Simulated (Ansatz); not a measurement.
Program: Ansatz. Geometries: PBE0-D4/def2-TZVP. ΔE: electronic, gas phase. CCSD(T)/CBS adds triple-zeta CCSD(T) − MP2 to the extrapolated MP2 energy (def2 sets, frozen cores). DFT in def2-TZVPP. Each species was taken in one conformer, which may not be the lowest.

`[SiH3][S][AlH][SH]` + `C[SiH2]C=O` → `[AlH2][S][SiH3]` + `C[SiH](S)C=O`  (redistribution)

```json
{"level": "PBE", "ΔE (kcal/mol)": "12.1"}
{"level": "CCSD/def2-TZVPP", "ΔE (kcal/mol)": "12.8"}
```

Q: What does CCSD(T)/CBS give? (An estimate is asked.)

A: The calculation gave: +12.7 kcal/mol. The listed levels differ from it by -0.6, 0.1 kcal/mol.

Largest T1 diagnostic among the species: 0.014.
